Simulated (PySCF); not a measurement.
NMR data simulated for an unnamed compound:

¹H NMR (400 MHz, computed): δ 6.48 (m, 1H), 6.48 (m, 1H), 5.36 (m, 2H), 4.69 (d, 2H).

¹³C{¹H} NMR (computed): δ 158.0 (CH), 122.9 (C), 121.5 (CH), 87.5 (CH2).

- GIAO PBE0/pcSseg-1 shieldings
- geometry from GFN2-xTB
- run in PySCF 2.14
- no solvent, rapidly exchanging positions averaged, one computed conformer, no relativistic terms

Scale: TMS for ¹H (σref 31.72) and ¹³C (σref 186.93) (reference shieldings calculated alike).

Q: Which of these does the molecule contain: an ester, a CH3CH2 unit, a nitrile, a Si–H bond, a non-aromatic C=C double bond, an amide?

A: 
- An ester: no.
- A CH3CH2 unit: no.
- A nitrile: yes (δC 122.9).
- A Si–H bond: yes (δH 4.69 (d)).
- A non-aromatic C=C double bond: yes.
- An amide: no.

The data belong to SMILES C(/[SiH2]C#N)=C\CF, C₄H₆FNSi; they needn't prove each group on their own.

Carbon signals by region: 3 in the sp2 and nitrile region (100–160 ppm), 1 at 50–100 ppm.

Splittings by ¹⁹F in the carbon and heteronuclear signals aren't shown, as no couplings were computed. Shifts are as computed. Against solution values, carbons near 30 ppm lie about +3 ppm off and those near 130 ppm about +5 ppm. Of 1309 compounds with measured shifts, 239 miss one by over three times the rms of a fit or turn the order of signals round; such compounds aren't used in these exercises. No couplings were computed; multiplicities are counted from neighbouring protons, with m where these are inequivalent, close in shift, in a saturated or five-membered ring or joined by F or P, and br s for small geminal =CH2 splittings.
